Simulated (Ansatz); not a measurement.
`C[Se][AsH2]` + BH₃ → `B[AsH2]` + `C[SeH]` at 400 K and 1 bar (formal exchange of groups at the As–Se bond).

Calculated with Ansatz (gas phase, PBE0-D4/def2-TZVP geometries, no zero-point term in ΔE). CCSD(T)/CBS adds triple-zeta CCSD(T) − MP2 to the extrapolated MP2 energy (def2 sets, frozen cores). This one scheme is used for every species. For As, Se outer-core shells are correlated without core-valence functions, which leaves a few kJ/mol of doubt a bond. Scalar relativity is left out up to krypton.

```csv
species,CCSD(T)/CBS energy (Eh),H − E (kJ/mol),S (J/(mol·K))
`C[Se][AsH2]`,-4676.77761,168.0,364.9
BH₃,-26.55200,82.6,199.4
`B[AsH2]`,-2262.17165,113.6,288.1
`C[SeH]`,-2441.15625,135.4,284.5
```

H − E and S are ideal-gas, rigid-rotor, harmonic terms from PBE0-D4/def2-TZVP. 1 Eh = 2625.50 kJ/mol, R = 8.31446 J/(mol·K).

Question: By hand: ΔE, ΔH, ΔS and ΔG.

Answer: ΔE = (-2262.17165) + (-2441.15625) − (-4676.77761) − (-26.55200) = 0.00171 Eh = 4.5 kJ/mol. Δ(H − E) = 113.6 + 135.4 − 168.0 − 82.6 = -1.6, so ΔH = 2.9 kJ/mol. ΔS = 288.1 + 284.5 − 364.9 − 199.4 = 8.3 J/(mol·K). ΔG = 2.9 − 400 × (8.3)/1000 = -0.4 kJ/mol.

Question: By hand: the equilibrium constant, and the temperature at which ΔG would vanish if ΔH and ΔS stayed fixed.

Answer: log₁₀ K = −ΔG/(RT ln 10) = 0.1. ΔG = 0 at ΔH/ΔS = 349 K, though so small a ΔH makes that figure unsure.

TΔS isn't small against ΔH here. The sign of ΔG lies within the doubt. A doubt of 5 kJ/mol in ΔE shifts log₁₀ K by 0.7 here. These are equilibria of isolated gas molecules and say nothing of rates. Largest T1 diagnostic: 0.014 (customary marks: 0.02 for closed shells, 0.045 for open ones).
